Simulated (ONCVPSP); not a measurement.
# Transferability test, ONCV potential for platinum (Pt)

```json
{
 "Element": "platinum (Pt)",
 "Generator": "ONCVPSP 4.0.1",
 "Type": "optimised norm-conserving Vanderbilt (ONCV)",
 "Functional": "BLYP",
 "Relativity": "fully relativistic",
 "Frozen core": "[Kr] 4d10 4f14",
 "Valence charge": "18",
 "Reference configuration": "5s2 5p6 5d9.5 6s0.5",
 "Partial waves": "5s+6s: rc 1.65 bohr, ncon 5, nbas 10, qcut 6.7 1/bohr, 2 projectors; 5p: rc 1.20 bohr, ncon 4, nbas 9, qcut 7.5 1/bohr, 1 projector; 5d: rc 2.40 bohr, ncon 3, nbas 8, qcut 7.2 1/bohr, 2 projectors, debl 0.9 Ha",
 "Local potential": "polynomial inside 0.80 bohr (lpopt 5, dvloc0 0 Ha)",
 "Core correction": "Teter function, fcfact 3.75, rcfact 1"
}
```

Open shells are filled in proportion to 2j + 1.

Energies are relative to the spin-unpolarised reference configuration 5s2 5p6 5d9.5 6s0.5; without spin polarisation the order of configurations can differ from experiment.

```csv
valence configuration,charge,ΔE all-electron (eV),error AE − PS (meV)
5s2 5p6 5d9 6s0,+1,9.334,+0.1
5s2 5p6 5d8 6s0,+2,29.227,+11
```

Problem. What are ΔE and the potential's error for 5s2 5p6 5d8 6s1?

Solution. ΔE = 11.149 eV all-electron; the error (AE − PS) is +11 meV.

Problem. What are ΔE and the potential's error for 5s2 5p6 5d9 6s1?

Solution. ΔE = 0.079 eV all-electron; the error (AE − PS) is +1.0 meV.

Levels in the configuration 5s2 5p6 5d9 6s0:

| level | all-electron (eV) | pseudo (eV) |
| --- | --- | --- |
| 5s j=1/2 | -109.817 | -109.816 |
| 5p j=3/2 | -60.175 | -60.174 |
| 5p j=1/2 | -75.134 | -75.131 |
| 5d j=5/2 | -13.706 | -13.704 |
| 5d j=3/2 | -15.074 | -15.072 |

Note: ghosts flagged at negative energy: s at -189.3 eV, p3/2 at -46.8 eV, p1/2 at -4.9 eV; GHOST(+) flagged for d5/2 at 130.8 eV, d3/2 at 170.5 eV. A true bound ghost makes a file unfit for plane-wave use.
